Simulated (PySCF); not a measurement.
**Computed structure and properties of [Pr(H2O)3]3+**

System: [Pr(H2O)3]3+ (singlet in the valence; each metal's 4f electrons, 2 of them, lie in its core potential, out of spins and levels; a saddle point, relaxed within its symmetry); start: template (D3h). Method: PySCF 2.14.0, RKS PBE0, Pr lcecp-1-SVP with ECP48, O def2-SVP, H def2-SVP; non-relativistic Hamiltonian with scalar-relativistic core potentials where named; density fitting; no spin-orbit coupling.

Input of the relaxation:

```python
mol = gto.M(atom='''
Pr    -0.00000     0.00000    -0.00000
O      2.53501    -0.00001    -0.00000
H      3.12498    -0.00002     0.77000
H      3.12498    -0.00002    -0.77000
O     -1.26750     2.19539    -0.00000
H     -1.56248     2.70632     0.77000
H     -1.56248     2.70632    -0.77000
O     -1.26752    -2.19538     0.00000
H     -1.56251    -2.70631     0.77000
H     -1.56251    -2.70631    -0.77000''',
    basis={'Pr': 'lcecp-1-SVP', 'O': 'def2-SVP', 'H': 'def2-SVP'},
    ecp={'Pr': 'lcecp-1-SVP'},
    charge=3, spin=0)
mf = dft.RKS(mol, xc='PBE0')
mf.grids.atom_grid = (50, 194)  # f atoms: unpruned, at least (60, 302)
mf = mf.density_fit()  # fitting sets: Pr AutoAux, O def2-universal-JKFIT, H def2-universal-JKFIT
mf.conv_tol = 1e-08; mf.max_cycle = 55
mf.kernel(dm0)  # dm0: converged density of the start geometry
# quasi-Newton relaxation in Cartesian coordinates to a largest gradient under 0.00045 Eh/bohr, steps kept in the point group
```

Run from Python with OMP_NUM_THREADS=2; the lines above give its settings. Where DIIS fails, smearing, a level shift and second-order steps follow.
It took 110 s on 2 threads of Intel(R) Xeon(R) Processor @ 2.50GHz (Skylake/Cascade Lake) (shared host), from the converged density of the start.

Course of the relaxation:

```
step  energy above end (eV)  largest force component within the symmetry (eV/Å)
   0                 0.3235                                               1.956
   1                 0.1552                                               0.704
   2                 0.0292                                               0.370
   3                 0.0057                                               0.342
   4                 0.0001                                               0.046
   5                 0.0000                                               0.002
```

Relaxed geometry (D3h):

```xyz
10

Pr    0.0000    0.0000    0.0000
O     2.3736    0.0000    0.0000
H     2.9902    0.0000    0.7697
H     2.9902    0.0000   -0.7697
O    -1.1868    2.0556    0.0000
H    -1.4951    2.5896    0.7697
H    -1.4951    2.5896   -0.7697
O    -1.1868   -2.0556    0.0000
H    -1.4951   -2.5896    0.7697
H    -1.4951   -2.5896   -0.7697
```

| contact | Å |
| --- | --- |
| Pr1–O2 (H2O) | 2.374 |
| Pr1–O5 (H2O) | 2.374 |
| Pr1–O8 (H2O) | 2.374 |

On the finer grid (75, 302):

* HOMO: -24.60 eV
* LUMO: -16.94 eV
* Dipole about the centre of mass: 0.00 D
* Set of Mulliken populations of Pr1 outside the core potential: s 2.09, p 6.13, d 0.65, f 0.05
* D3(BJ) dispersion energy (not in the energies): -0.124 eV

```json
{"atom": "Pr1", "Mulliken (e)": "2.08", "Löwdin (e)": "1.80", "spin (e)": "0.00"}
{"atom": "O2", "Mulliken (e)": "-0.34", "Löwdin (e)": "0.00", "spin (e)": "0.00"}
{"atom": "H3", "Mulliken (e)": "0.32", "Löwdin (e)": "0.20", "spin (e)": "0.00"}
{"atom": "H4", "Mulliken (e)": "0.32", "Löwdin (e)": "0.20", "spin (e)": "0.00"}
{"atom": "O5", "Mulliken (e)": "-0.34", "Löwdin (e)": "0.00", "spin (e)": "0.00"}
{"atom": "H6", "Mulliken (e)": "0.32", "Löwdin (e)": "0.20", "spin (e)": "0.00"}
{"atom": "H7", "Mulliken (e)": "0.32", "Löwdin (e)": "0.20", "spin (e)": "0.00"}
{"atom": "O8", "Mulliken (e)": "-0.34", "Löwdin (e)": "0.00", "spin (e)": "0.00"}
{"atom": "H9", "Mulliken (e)": "0.32", "Löwdin (e)": "0.20", "spin (e)": "0.00"}
{"atom": "H10", "Mulliken (e)": "0.32", "Löwdin (e)": "0.20", "spin (e)": "0.00"}
```

The 4f levels lie in the core potential and are missing. Their spin isn't counted.

On the grid (50, 194), as all that follows. Harmonic modes: 4 unstable, so a saddle point once the symmetry is let go (counted below −25 cm⁻¹); lowest -192 cm⁻¹ (negative: unstable), highest 3633 cm⁻¹, zero-point energy 1.971 eV.

Taking off one H2O (charge 0, singlet; the rest: singlet) in vacuum, both parts rigid, costs 3.45 eV; the small basis without counterpoise inflates it. Parting with an electron moved from the ligand to the metal can be far cheaper, even downhill.

Rigid scan of H2O along the line from its metal:

| distance to O2 (Å) | energy (eV) |
| --- | --- |
| 2.07 | 0.612 |
| 2.17 | 0.234 |
| 2.27 | 0.051 |
| 2.37 | 0.000 |
| 2.47 | 0.038 |
| 2.57 | 0.134 |
| 2.77 | 0.415 |

One start shape was tried, so this needn't be the lowest isomer.

An lcecp potential fixes the number of 4f electrons, so in runs with it no electron can move into or out of that shell.
